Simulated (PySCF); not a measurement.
2-chloro-3-methylpyrazine, C5H5ClN2.
Numbering: `[CH3:1][c:2]1[n:3][cH:4][cH:5][n:6][c:7]1[Cl:8]`

NICS = −σ at a ghost point: NICS(0) at the centroid of the ring atoms, NICS(1) 1 Å to either side along the normal of their mean plane, zz for the tensor component along that normal. Level: GIAO PBE0/pcSseg-1 (PySCF, non-relativistic, gas phase) on the GFN2-xTB geometry, one conformer.

Ring bond lengths (Å), with Mayer bond orders in brackets: C2–N3 1.323 (1.50), N3–C4 1.326 (1.46), C4–C5 1.385 (1.38), C5–N6 1.327 (1.45), N6–C7 1.314 (1.51), C7–C2 1.404 (1.18).

Problem. Give the NICS values of each ring in ppm.

Solution. 
```csv
ring,type,NICS(0),"NICS(1), two faces","NICS(1)zz, two faces",rms pucker (Å),"centre to ring atoms, mean (Å)"
C2–N3–C4–C5–N6–C7,6-membered ring with 2 N; formal bonds all aromatic,-6.6,-11.0 / -11.0,-26.7 / -26.7,0.00,1.35
```

Problem. What do they say, and how far can they be read as aromaticity?

Solution. 
- C2–N3–C4–C5–N6–C7: mean NICS(1)zz -26.7 ppm, shielded, aromatic by this magnetic criterion (flat ring, no four-coordinate atom).

Problem. What does the geometric index give? HOMA = 1 − mean of α(R − Ropt)² over the ring bonds, with Krygowski's 1993 parameters (CC: Ropt 1.388 Å, α 257.7 Å⁻²; CN: Ropt 1.334 Å, α 93.52 Å⁻²).

Solution. 
- C2–N3–C4–C5–N6–C7: HOMA 0.98; the largest term is that of C7–C2, α(R − Ropt)² = 0.07. The geometric and the magnetic index point the same way.

Problem. At the second NICS(1) probe listed for ring C2–N3–C4–C5–N6–C7, 1 Å off the ring, how large is the induced field along the normal in 11.7 T applied along it?

Solution. NICSzz × B0 = -26.7 ppm × 11.7 T = -312 μT, against the applied field.
